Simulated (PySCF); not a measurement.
M06 on Sr⁻ (strontium, charge -1), [Kr] 4d1 5s2, 2D determinant. Computed with PySCF 2.14 in def2-TZVPPD with the def2 core potential (28 electrons), with scalar relativity through the core potential.

```
cycle= 1 E= -30.611104478573  delta_E= -0.0044  |g|= 0.0323  |ddm|= 0.74
cycle= 2 E= -30.6117025588392  delta_E= -0.000598  |g|= 0.0274  |ddm|= 0.381
cycle= 3 E= -30.6125872106508  delta_E= -0.000885  |g|= 0.00152  |ddm|= 0.178
cycle= 4 E= -30.6125933715189  delta_E= -6.16e-06  |g|= 0.00033  |ddm|= 0.0149
cycle= 5 E= -30.6125937977006  delta_E= -4.26e-07  |g|= 0.000121  |ddm|= 0.00339
cycle= 6 E= -30.612593896957  delta_E= -9.93e-08  |g|= 3.89e-05  |ddm|= 0.00134
cycle= 7 E= -30.6125939045498  delta_E= -7.59e-09  |g|= 9.62e-06  |ddm|= 0.000431
cycle= 8 E= -30.6125939049143  delta_E= -3.64e-10  |g|= 2.12e-06  |ddm|= 0.000171
converged SCF energy = -30.6125939049143  <S^2> = 0.75271469  2S+1 = 2.0027128
```

Highest occupied orbital energy: 2.513 eV; ⟨L²⟩ = 6.04; populations by l: s 3.99, p 6.00, d 1.01, f 0.00.

(1) Can this result be used?

Results:

(1) With care. The calculation finished and met its thresholds. Energies and moments cover only the electrons outside the core potential. The configuration of this anion was assumed by filling the next shell in order. It is not the known or likely ground configuration (Ca⁻, Sr⁻ and Ba⁻, for instance, bind a p electron), so these values are not the electron affinity of the element. At M06 the highest occupied level has a positive energy, so only the finite basis holds that electron.
